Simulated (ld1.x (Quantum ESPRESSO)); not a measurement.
## What one change does to a pseudopotential (molybdenum, TM)

* Element: molybdenum
* Generator: ld1.x (Quantum ESPRESSO) 7.5
* Type: norm-conserving Troullier–Martins (Kleinman–Bylander form)
* Functional: PBE
* Relativity: scalar-relativistic
* Frozen core: [Ar] 3d10
* Valence charge: 14
* Reference configuration: 4s2 4p6 4d4 5s0 5p0 (charge +2)
* Partial waves: 4p (bound): rc 1.70 bohr; 4d (bound): rc 1.45 bohr; 4s (bound): rc 1.65 bohr
* Local potential: the s channel
* Core correction: none

All-electron outer shells of the reference configuration (PBE, scalar-relativistic, ld1.x):

```
shell  level (eV)  outermost node (bohr)  outermost maximum (bohr)
   3d     -239.60                      –                      0.32
   4s      -82.75                   0.51                      0.99
   4p      -56.75                   0.52                      1.06
   4d      -20.83                   0.53                      1.35
   5s      -17.70                   1.32                      2.62
   5p      -12.69                   1.49                      3.12
```

Change: all radii scaled by about 1.26 (s 2.08, p 2.14, d 1.84 bohr).

Cutoffs: the cutoffs (Ry, on a coarse ladder) from which the occupation-weighted sum of valence levels, in a spherical-Bessel basis at the reference potential, stays within 10 and 1 mRy of its value at 400 Ry; they do not see the model core or the augmentation charge, which bear on the density cutoff. Errors are all-electron minus pseudo energies relative to the spin-unpolarised reference configuration.

Problem. Predict the effect on cutoff, ghosts and configuration errors.

Solution. The potential gets softer (50 Ry and 70 Ry → 40 Ry and 50 Ry); of the 7 tests that both files solve, the error grows in 7 and shrinks in 0 by more than 15 % and 0.3 meV (median size 423.7 → 1366.4 meV); neither file shows a bound ghost at the reference potential, the only one tested. A larger radius leaves more room for a smooth pseudo-wave, so fewer plane waves are needed. More of the atom is replaced by a form fitted at one configuration, so other configurations suffer.

| quantity | base | changed |
| --- | --- | --- |
| cutoff, loose | 50 Ry | 40 Ry |
| cutoff, tight | 70 Ry | 50 Ry |
| loose cutoff by channel (10 mRy a level) | p 21 Ry, d 35 Ry, s 30 Ry | p 21 Ry, d 35 Ry, s 12 Ry |
| bound ghosts | none | none |
| error for 4s2 4p6 4d5 5s1 5p0, meV [ΔE -22.35 eV] | +730 | +2379 |
| error for 4s2 4p6 4d5 5s0 5p0, meV [ΔE -15.46 eV] | +16 | +66 |
| error for 4s2 4p6 4d3 5s0 5p0, meV [ΔE 26.74 eV] | +27 | +92 |
| error for 4s2 4p6 4d5 5s0.5 5p0, meV [ΔE -19.62 eV] | +424 | +1366 |
| error for 4s2 4p6 4d4 5s1 5p0, meV [ΔE -14.29 eV] | +1085 | +3229 |
| error for 4s2 4p6 4d5 5s0 5p1, meV [ΔE -19.21 eV] | +144 | +454 |
| error for 4s2 4p6 4d4 5s2 5p0, meV [ΔE -22.15 eV] | +1703 | +5192 |

Changed file: These tests converged, but a pseudo level misses the all-electron one widely, so the file describes the atom poorly there or has found another state: 4s2 4p6 4d5 5s1 5p0: 5s by 1.8 eV; 4s2 4p6 4d5 5s0 5p0: empty 5s by 2.9 eV; 4s2 4p6 4d3 5s0 5p0: empty 5s by 5.2 eV (a node warning on the way); 4s2 4p6 4d5 5s0.5 5p0: 5s by 2.3 eV; 4s2 4p6 4d4 5s1 5p0: 5s by 2.5 eV; 4s2 4p6 4d4 5s2 5p0: 4d by 1.7 eV.
